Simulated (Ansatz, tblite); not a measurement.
Isomers of TaO2 (doublet), found by a short tight-binding search and relaxed with PBE0-D4/def2-TZVP in Ansatz.

In the def2 sets Ta takes a core potential; there is no spin–orbit coupling. The xTB rows come from tblite.

Run but left out: HF/def2-TZVPP, r2SCAN-D4/def2-TZVP, MP2/def2-TZVPP, CCSD/def2-TZVPP, CCSD(T)/def2-TZVPP (B: ⟨S²⟩ 1.25 to 1.48, where a pure state has 0.75).

B: At PBE-D4/def2-TZVP, PBE0-D4/def2-TZVP the charge 0 doublet is spin-contaminated (final ⟨S²⟩ up to 1.01, 0.75 for a pure state). It holds 1 O–O bond.

Other spin states were run for one of them alone.

A:

```xyz
3

Ta    0.4322   -0.5409   -0.0513
O    -0.8846   -0.3598    1.0391
O     0.4524    0.9007   -0.9877
```

B:

```xyz
3

Ta    0.970    0.211    0.592
O    -0.715    0.563   -0.158
O    -0.255   -0.773   -0.434
```

Problem. Estimate their order by electronic energy at CAM-B3LYP-D4/def2-TZVP, counted from the lowest.

Solution. A (0.0) < B (497.2), in kJ/mol.

Problem. Do the other levels pick the same lowest one?

Solution. All that were run do. Energies above each level's lowest (kJ/mol):

| level | A | B |
| --- | --- | --- |
| GFN1-xTB | 0.0 | 363.9 |
| GFN2-xTB | 0.0 | 55.8 |
| PBE-D4/def2-TZVP | 0.0 | 510.4 |
| BLYP-D4/def2-TZVP | 0.0 | 509.7 |
| PBE0-D4/def2-TZVP | 0.0 | 499.6 |
| CAM-B3LYP-D4/def2-TZVP | 0.0 | 497.2 |
Point groups (tolerance 0.1 Å): A C2v, B C2v. Lower isomers may exist.
